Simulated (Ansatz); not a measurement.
System: BSiH$_{4}$, charge 0, doublet. BSiH4 (SMILES [BH][SiH3], doublet).
B3LYP-D3(BJ)/def2-TZVP minimum from Ansatz (a quantum-chemistry and plane-wave program):
```
Si
H 1 1.4831
H 1 1.4880 2 107.93
H 1 1.4882 2 108.56 3 -117.14
B 1 1.9744 2 110.61 3 128.95
H 5 1.1841 1 143.98 2 -143.23
```
Charge 0, spin multiplicity 2.

Total energies in hartree (Ansatz). UHF or UKS for unpaired electrons; spin-orbit terms are left out. Cores are frozen in correlated methods. No relativity. For partners of very few electrons the exact lower level stands in for a higher one.

```csv
species,HF/cc-pV(T+d)Z,CCSD(T)/cc-pV(T+d)Z,HF/cc-pV(Q+d)Z,CCSD(T)/cc-pV(Q+d)Z,CCSDT(Q)/cc-pV(T+d)Z
"1: BSiH4 (SMILES [BH][SiH3], doublet)",-315.87249,-316.12323,-315.87756,-316.14038,-316.12479
2: B (doublet),-24.53207,-24.59810,-24.53297,-24.60084,-24.59852
3: H (doublet),-0.49981,-0.49981,-0.49995,-0.49995,-0.49981
4: Si (triplet),-288.85649,-288.93344,-288.85845,-288.93781,-288.93426
```

Q: Work out the atomisation energy (electronic, to ground-state atoms) in kcal/mol: take Hartree-Fock from cc-pV(Q+d)Z, extrapolate the CCSD(T) correlation energy as X^-3 (X = 3, 4), and add CCSDT(Q) - CCSD(T) in cc-pV(T+d)Z. 1 hartree = 627.51 kcal/mol.

A: 
Species 1: correlation (64·(-0.26282) - 27·(-0.25074))/37 = -0.27164; step -0.00156; E1 = -315.87756 + (-0.27164) + (-0.00156) = -316.15076
Species 2: correlation (64·(-0.06787) - 27·(-0.06603))/37 = -0.06921; step -0.00042; E2 = -24.53297 + (-0.06921) + (-0.00042) = -24.60260
Species 3: correlation (64·(0.00000) - 27·(0.00000))/37 = 0.00000; step +0.00000; E3 = -0.49995 + (0.00000) + (+0.00000) = -0.49995
Species 4: correlation (64·(-0.07936) - 27·(-0.07695))/37 = -0.08112; step -0.00082; E4 = -288.85845 + (-0.08112) + (-0.00082) = -288.94039
-1·E1 +1·E2 +4·E3 +1·E4 = 0.60797 hartree = 381.5 kcal/mol.
